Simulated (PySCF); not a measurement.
# Basis and Hamiltonian dependence of the ionisation energy of Ni⁺

Ni⁺ [Ar] 3d9 (2D) → Ni²⁺ [Ar] 3d8 (3F). Calculated with PySCF 2.14 from differences of total energies of unrestricted determinants, without spin-orbit coupling. Values in eV.

```
                                                                   basis       Hamiltonian  functions      UHF   r2SCAN     PBE0  MP2 (valence)  CCSD(T) (valence)  CCSD(T) (valence and next inner shell)
                                                                  STO-3G  non-relativistic         18  -15.720  -13.885  -13.555            n/a                n/a                                     n/a
                                                              x2c-SVPall     spin-free X2C         36   15.034      n/a      n/a         17.728                n/a                                     n/a
                                                           jorge-DZP-DKH     spin-free X2C         43   14.423      n/a      n/a         16.734                n/a                                     n/a
                                                              cc-pVDZ-DK     spin-free X2C         43   15.098      n/a      n/a         18.107                n/a                                     n/a
                                                                 cc-pVDZ  non-relativistic         43   15.263      n/a      n/a         18.247                n/a                                     n/a
                                                             x2c-TZVPall     spin-free X2C         48   15.034      n/a      n/a         17.876                n/a                                     n/a
                                                                 pcseg-2  non-relativistic         56   15.128   18.093      n/a         18.293                n/a                                     n/a
                                                             def2-TZVPPD  non-relativistic         67   15.184   18.126   18.326         18.347             17.779                                  18.023
                                                              cc-pVTZ-DK     spin-free X2C         68   14.995      n/a      n/a         18.201                n/a                                     n/a
                                                          aug-cc-pVTZ-DK     spin-free X2C         93   15.001      n/a   18.185         18.341             17.771                                     n/a
                                                             def2-QZVPPD  non-relativistic        100   15.157   18.097   18.316         18.464             17.901                                     n/a
                                                              dyall-av2z  non-relativistic        101   15.180   18.118   18.325         18.246             17.713                                     n/a
    x2c-QZVPPall with one added diffuse shell each of s, p, d, f, g type     spin-free X2C        133   14.990      n/a   18.177         18.370                n/a                                     n/a
aug-cc-pwCVTZ-DK with one added diffuse shell each of s, p, d, f, g type     spin-free X2C        152   14.991      n/a   18.174         18.388                n/a                                     n/a
```

Frozen in the all-electron rows: valence: [Ar]; valence and next inner shell: [Ne].

At UHF, STO-3G, jorge-DZP-DKH lie more than 0.3 eV from the median of the rows with comparable relativity. Sets contracted for the neutral atom can be stiff in a shell that they treat as core.

Non-relativistic rows lack the scalar-relativistic shift.

Between the lowest levels the reference is 18.169 eV (measured; NIST Atomic Spectra Database, ionization energies); it includes spin-orbit coupling, which these numbers lack.
